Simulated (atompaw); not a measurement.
# PBE PAW (atompaw) dataset for Ti (Z = 22), scalar-relativistic all-electron reference.

atompaw 4.2.0.5 was run on this input:

```
Ti 22
GGA-PBE scalarrelativistic loggrid 1500 logderivrange -7 5 301
4 4 3 0 0 0
4 0 1.5
4 1 0.5
3 2 2
0 0 0
c
c
v
v
c
v
v
v
2
2.20 1.95 1.45 1.15
n
n
y
-0.05
n
custom polynom gramschmidtortho sinc
bessel
1.65
1.60
1.75
2.20
2.20
2.20
PWSCFOUT
UPFDX 0.0125d0 UPFXMIN -7.d0 UPFZMESH 22.d0
END
```

Command:

```bash
atompaw < Ti.input > Ti.log
```

Output (summary file):

```
Completed calculations for Ti (AE)

 Exchange-correlation type: GGA, Perdew-Burke-Ernzerhof

 Radial integration grid is logarithmic
 r0 =   3.7230371E-04 h =   8.1906817E-03   n =      1500 rmax =   8.0000000E+01

 Scalar relativistic calculation

 AEatom converged in  35 iterations
   nz     =  22.00
   delta  =       4.517797750244E-17

 All Electron Orbital energies:
  n  l      occupancy      energy
  1  0      2.0000000E+00 -3.5790757E+02
  2  0      2.0000000E+00 -3.9513116E+01
  3  0      2.0000000E+00 -4.6539587E+00
  4  0      1.5000000E+00 -3.5756373E-01
  2  1      6.0000000E+00 -3.2701557E+01
  3  1      6.0000000E+00 -2.9066846E+00
  4  1      5.0000000E-01 -1.3138427E-01
  3  2      2.0000000E+00 -3.5949980E-01

 Total energy
   Total                    :    -1707.01727425316790

 ---
 Completed calculations for Ti (SC)

 Exchange-correlation type: GGA, Perdew-Burke-Ernzerhof

 Radial integration grid is logarithmic
 r0 =   3.7230371E-04 h =   8.1906817E-03   n =      1500 rmax =   8.0000000E+01

 Scalar relativistic calculation

 SCatom converged in   1 iterations
   nz     =  22.00
   delta  =       1.258679864989E-17

 Valence Electron Orbital energies:
  n  l      occupancy      energy
   3  0      2.0000000E+00 -4.6539587E+00
   4  0      1.5000000E+00 -3.5756373E-01
   3  1      6.0000000E+00 -2.9066846E+00
   4  1      5.0000000E-01 -1.3138427E-01
   3  2      2.0000000E+00 -3.5949980E-01

 Total energy
   Total                    :    -1707.01727425734452
   Valence                  :     -183.09426972013566

 PAW parameters:
       lmax =            2
         rc =    2.2129898539907571
        irc =         1062
   rc_shape =    1.9570970091989257
    rc_vloc =    1.4572228612381093
    rc_core =    1.1585016943878403
   Vloc: truncated form - Vps(r)=A.sin(qr)/r for r<rc
   Projector type: polynomial pseudization + Gram-Schmidt ortho.
   Sinc^2 compensation charge shape zeroed at   1.9571E+00

 Number of basis functions     6
 No.   n  nodes  l      Energy         Cp coeff         Occ
  1    3    2    0   -0.4653959E+01  0.1000000E+01  0.2000000E+01
  2    4    3    0   -0.3575637E+00  0.5816485E+00  0.1500000E+01
  3    3    1    1   -0.2906685E+01  0.1000000E+01  0.6000000E+01
  4    4    2    1   -0.1313843E+00  0.1786985E+01  0.5000000E+00
  5    3    0    2   -0.3594998E+00  0.1000000E+01  0.2000000E+01
  6  999    1    2   -0.5000000E-01  0.2444341E-02  0.0000000E+00

 Eigenvalues of overlap operator (in the basis of projectors):
    1        2.15290762E-01
    2        6.88469638E-01
    3        1.12582793E+00
    4        8.07612633E+00
    5        5.12141980E+01
    6        1.24638813E+03

 Orbital leakage outside PAW augmentation regions
   orb  is_core?  %out_of_sphere
   1 0    T          -0.00
   2 0    T           0.00
   3 0    F           0.74
   4 0    F          85.59
   2 1    T           0.00
   3 1    F           2.04
   4 1    F          95.08
   3 2    F          20.09

 Summary of PAW energies
   Total valence energy     :   -183.09426433009753
   Smooth energy            :     22.73888109256176
   One center               :   -205.83314542265930
   Smooth kinetic           :     27.39581522824714
   Vloc energy              :     -0.67270649904122
   Smooth exch-corr         :    -10.14263270637683
   One-center xc            :    -73.65547384821116
```

The run took about 3.6 s on one core of a shared server CPU.
